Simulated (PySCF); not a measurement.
C$_{3}$H$_{8}$N (SMILES C[C](C)N), doublet, geometry from GFN2-xTB. Base run: HF/def2-SV(P) run with PySCF.

Input for PySCF:
```python
from pyscf import gto, scf

mol = gto.M(
    atom='''
C    -1.19900215   -0.83639300    0.12677471
C     0.01387559    0.02593350    0.15918196
C     1.35357790   -0.54836869   -0.14265299
N    -0.15604386    1.41099659    0.03001501
H    -1.00348330   -1.78518800    0.62292084
H    -1.52305459   -1.06507776   -0.90040408
H    -2.03019307   -0.34664268    0.63260756
H     1.47859716   -1.50511862    0.36093446
H     2.14235413    0.12417312    0.19219051
H     1.50113967   -0.72383813   -1.21961119
H     0.58823510    1.88250990   -0.46690228
H    -1.07199613    1.69517515   -0.29166300
''',
    basis='def2-sv(p)',
    spin=1,
    verbose=4,
)

mf = scf.UHF(mol)
mf.kernel()
mf.analyze()
```

Each row names what was changed in the base input (with any setting that the change needs).

```tsv
change	ΔE vs base (mEh)	SCF cycles	<S^2>
base	0.000	13	0.763
diis = off (with mf.max_cycle = 100)	0.000	21	0.763
conv_tol_grad = 1e-7	0.000	18	0.763
init_guess = atom	0.000	13	0.763
diis_space = 2	0.000	20	0.763
init_guess = huckel	0.000	12	0.763
diis_space = 4	0.000	15	0.763
level_shift = 0.3 (with mf.max_cycle = 100)	0.000	16	0.763
DIIS = EDIIS	0.000	50	0.763
diis = off; damp = 0.6 (with mf.diis_start_cycle = 200; with mf.max_cycle = 150)	0.000	52	0.763
conv_tol_grad = 1e-3	0.000	13	0.763
damp = 0.5; diis_start_cycle = 5	0.000	14	0.763
diis = off; damp = 0.3 (with mf.diis_start_cycle = 200; with mf.max_cycle = 150)	0.000	30	0.763
```

Open shells are given as the SCF converged; they aren't shown to be the lowest states, and a large step between rows can be another state.
